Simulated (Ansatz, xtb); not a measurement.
Ranking isomers of H5N2Si2

7 gas-phase structures of H5N2Si2, found in a search over its isomers (lower ones may exist). Each was relaxed with GFN2-xTB; where two conformers were screened, the lower at r2SCAN-D4/def2-SVP is listed:

A. `N/[Si]=N/[SiH3]`, a doublet
B. `[N]1[SiH2]N[SiH2]1`, a doublet
C. `[N]=[SiH]N[SiH3]`, a doublet
D. `[H]/N=[Si]/N[SiH3]`, a doublet
E. a doublet given by its coordinates
F. `N1[SiH]N[SiH2]1`, a doublet
G. `N/[SiH]=N/[SiH2]`, a doublet

E (Å):

```yaml
atoms:
  - { symbol: N, position_ang: [-3.1855, 2.4876, 3.6275] }
  - { symbol: N, position_ang: [-1.4968, 0.5853, 1.9561] }
  - { symbol: Si, position_ang: [-2.7073, 0.9347, 3.0407] }
  - { symbol: Si, position_ang: [-0.5742, 0.8829, 0.6338] }
  - { symbol: H, position_ang: [-3.3425, 3.2312, 2.9658] }
  - { symbol: H, position_ang: [-2.7215, 2.8583, 4.4450] }
  - { symbol: H, position_ang: [-2.8942, -0.0126, 4.1187] }
  - { symbol: H, position_ang: [-0.1631, 2.1850, 0.1239] }
  - { symbol: H, position_ang: [-0.0117, -0.2582, -0.0642] }
```

Close contacts (Å): N1–Si3 1.73, N2–Si3 1.66, N2–Si4 1.64, N1–H5 1.01, N1–H6 1.01, Si3–H7 1.45, Si4–H8 1.46, Si4–H9 1.45.

Q: Estimate their order in r2SCAN-D4/def2-SVP energy at these geometries, lowest first.

A: Calculated order at r2SCAN-D4/def2-SVP: F (0.000), A (0.910), D (1.219), B (1.362), E (1.462), G (1.525), C (2.681) eV.

Energies above the lowest of each column, in eV; the last columns are at B3LYP-D3(BJ)/def2-SVP geometries and were run for some of them only (a dash: not run or not comparable):

| structure | GFN2-xTB | HF/STO-3G | r2SCAN-D4/def2-SVP | B3LYP-D3(BJ)/def2-SVP | CCSD(T)/def2-SVP + ΔMP2/def2-TZVPP |
| --- | --- | --- | --- | --- | --- |
| F | 0.000 | 0.000 | 0.000 | 0.000 | 0.000 |
| A | 0.551 | 1.128 | 0.910 | 0.870 | 1.054 |
| D | 0.585 | 1.344 | 1.219 | – | – |
| B | 0.646 | 0.660 | 1.362 | – | – |
| E | 0.522 | 2.663 | 1.462 | – | – |
| G | 0.514 | 2.806 | 1.525 | – | – |
| C | 1.149 | 1.712 | 2.681 | – | – |

Every level run on F puts it lowest or level with the lowest. Some further structures that were screened fall inside this span and aren't listed. Flexible structures stand in one conformer each, not always the lowest. Frequencies (B3LYP-D3(BJ)/def2-SVP) were run for A, F alone. Open shells are spin-unrestricted, some with notable spin contamination. ΔMP2 is the change of the MP2 energy from the smaller to the larger basis.

Over these structures GFN2-xTB departs from r2SCAN-D4/def2-SVP by 0.359 eV on average once a common shift is removed. A GFN2-xTB relaxation took about 0.16 s and the r2SCAN-D4/def2-SVP energy about 3.3 s on a shared host (Ansatz 0.2.0, xtb 6.7.1).
